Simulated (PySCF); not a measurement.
Be(Me) (CH3Be), SMILES [Be][CH3], multiplicity 2. Atoms are numbered in the order given.

```xyz
5

Be     0.0000     0.0000    -1.2619
C      0.0000     0.0000     0.4257
H      0.8885     0.5130     0.8311
H      0.0000    -1.0260     0.8311
H     -0.8885     0.5130     0.8311
```
Charge 0, spin multiplicity 2.

Geometry: PBE-D3(BJ)/def2-TZVPD. The spin state was assumed, not searched. The isomer is the one that the SMILES or the coordinates give; other isomers of the formula were not compared.

These are PBE-D3(BJ)/def2-TZVPD (PySCF) values and carry that method's errors.

Harmonic, unscaled wavenumbers; measured fundamentals usually lie a few per cent lower.

Modes within 1.5 cm⁻¹ of each other (mostly degenerate sets) share a row, with their intensities summed.

Computed normal modes with their intensities:
| mode | ν (cm⁻¹) | IR (km/mol) | moving atoms (share of kinetic energy) |
|---|---|---|---|
| 1–2 | 542 | 1.1 | H 78 %, C 16 % |
| 3 | 856 | 26.5 | Be 62 %, C 24 %, H 15 % |
| 4 | 1162 | 29.6 | H 76 %, C 23 % |
| 5–6 | 1379 | 11.9 | H 95 % |
| 7 | 2943 | 3.5 | H 97 % |
| 8–9 | 3022 | 8.1 | H 91 %, C 9 % |
